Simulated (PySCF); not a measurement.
One of the candidates below gave these computed data.

All candidates are C5H8Si.

| technique | computed result |
| --- | --- |
| Rotational structure | rotational constants A, B, C: 8.336, 1.263, 1.227 GHz [PBE0-D3(BJ)/def2-SVP] |
| Triplet | lowest triplet excitation (Tamm–Dancoff): 3.16 eV [TDA CAM-B3LYP/def2-SVPD] |
| UV, strongest line | among the 10 lowest singlet transitions: S5 at 6.36 eV (195 nm, f = 0.521) [TDDFT CAM-B3LYP/def2-SVPD] |
| 13C NMR | chemical shifts (computed TMS as zero) by class: 141.3 (1 C), 140.5 (1 C), 117.2 (1 C), 76.2 (1 C), 11.8 (1 C) ppm [GIAO PBE0/pcSseg-1] |
| 1H NMR | chemical shifts (computed TMS as zero) by class: 8.22 (1 H), 8.12 (1 H), 4.15 (1 H), 3.79 (3 H), 1.57 (2 H) ppm [GIAO PBE0/pcSseg-1] |
| Polarisability | 88.6 au [CAM-B3LYP/def2-SVPD] |

The electronic properties come from PySCF, for the isolated species, density fitting. Levels stand in brackets. Geometry: PBE0-D3(BJ)/def2-SVP, one conformer, isolated molecule. Each NMR value is the plain mean over a class of atoms that symmetry, rotation or inversion makes alike.

Question: Which candidate is it?
A. `[SiH3]CC=C1C=C1`
B. `C#CCC(=C)[SiH3]`
C. `C#C[C@]1(C)C[SiH2]1`
D. `CC1=CC=C[SiH2]1`

Answer: A. It is `[SiH3]CC=C1C=C1`. Numbering: `[SiH3:1][CH2:2][CH:3]=[C:4]1[CH:5]=[CH:6]1`. Its formula, C5H8Si, gives 3 degrees of unsaturation: 1 ring and 2 π bonds in the structure found. 5 carbons fall into 5 classes; from least to most shielded: alkene CH carbon [C5] (141.3 ppm), alkene CH carbon [C6] (140.5 ppm), fully substituted alkene carbon [C4] (117.2 ppm), alkene CH carbon [C3] (76.2 ppm), chain sp3 carbon bound to silicon [C2] (11.8 ppm). Hydrogen classes from least to most shielded: 1 H on an alkene CH carbon, C6 (8.22 ppm), 1 H on an alkene CH carbon, C5 (8.12 ppm), 1 H on an alkene CH carbon, C3 (4.15 ppm), 3 H on an SiH3 silicon, Si1 (3.79 ppm), 2 H on an sp3 carbon bound to silicon, C2 (1.57 ppm). The optimised geometry has point group C1 and is an asymmetric top.

The others, at the same levels:
- `CC1=CC=C[SiH2]1` fails: its computed 13C shifts are 158.9 (1 C), 151.1 (1 C), 149.8 (1 C), 130.6 (1 C), 21.3 (1 C) ppm, 1H shifts are 7.08 (1 H), 6.77 (1 H), 6.13 (1 H), 4.54 (2 H), 2.18 (3 H) ppm and lowest triplet excitation (Tamm–Dancoff) is 2.62 eV (against 3.16 eV).
- `C#C[C@]1(C)C[SiH2]1` fails: its computed static isotropic polarisability is 86.9 au (against 88.6 au), rotational constant A is 4.160 GHz (against 8.336 GHz) and smallest rotational constant is 1.872 GHz (against 1.227 GHz).
- `C#CCC(=C)[SiH3]` fails: its computed 13C shifts are 148.3 (1 C), 139.7 (1 C), 83.9 (1 C), 78.2 (1 C), 31.7 (1 C) ppm, 1H shifts are 5.97 (1 H), 5.92 (1 H), 4.26 (3 H), 3.10 (2 H), 2.04 (1 H) ppm and lowest triplet excitation (Tamm–Dancoff) is 4.19 eV (against 3.16 eV).

Each candidate is one conformer, not necessarily the lowest. Dipoles, sizes and rotational constants follow the conformer. The torsions of the flexible species, by atom-mapped SMILES:
- `[SiH3:1][CH2:2][CH:3]=[C:4]1[CH:5]=[CH:6]1`: Si1–C2–C3–C4 103°
- `[CH:1]#[C:2][CH2:3][C:4](=[CH2:5])[SiH3:6]`: C2–C3–C4–C5 -130°
